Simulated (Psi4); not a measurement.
C₄H₁₀Be (SMILES C[CH2][Be][CH2]C), singlet, at a GFN2-xTB geometry (such geometries of metal compounds can be far from the true shape). Base run: M06-2X/6-31G (Psi4).

Geometry (Å):
```xyz
15

Be    -0.0908     0.0187     0.2003
C      1.3207    -0.7115     0.8977
C      1.4425    -2.2197     0.6033
H      1.3753    -0.6087     1.9875
H      2.2592    -0.2581     0.5583
H      1.4940    -2.4083    -0.4668
H      0.5881    -2.7663     0.9967
H      2.3431    -2.6341     1.0593
C     -1.4942     0.7473    -0.5151
C     -1.2496     2.1799    -1.0287
H     -2.3513     0.8099     0.1651
H     -1.8930     0.1826    -1.3657
H     -0.4713     2.1975    -1.7886
H     -0.9401     2.8389    -0.2203
H     -2.1569     2.5957    -1.4701
```
Charge 0, spin multiplicity 1.
All else is at Psi4's defaults (density fitting, Cartesian functions).
Base energy -173.05100 Eh.

The base run was repeated with changes; each row names its change, and settings that it needs were set with it.

```tsv
change	ΔE vs base (mEh)	SCF cycles	grid points	basis functions
base	0.000	7	321242	65
df_basis_scf = def2-universal-jkfit	-0.019	7	321242	65
dft_spherical_points = 194	0.097	7	206594	65
d_convergence = 1e-10	0.000	13	321242	65
dft_spherical_points = 434	-0.020	7	461256	65
cholesky_tolerance = 1e-3 (with scf_type cd)	(withheld)	7	321242	65
guess = sadno	0.000	8	321242	65
dft_spherical_points = 590	-0.019	7	626785	65
dft_radial_scheme = multiexp	-0.001	7	336768	65
dft_nuclear_scheme = stratmann	-0.008	7	294747	65
scf_initial_accelerator = none	0.000	7	321242	65
cholesky_tolerance = 1e-6 (with scf_type cd)	-0.004	7	321242	65
basis_guess = true	0.000	6	321244	65
```

Fill in the missing entries.


- cholesky_tolerance = 1e-3 (with scf_type cd), ΔE vs base (mEh): -2.038
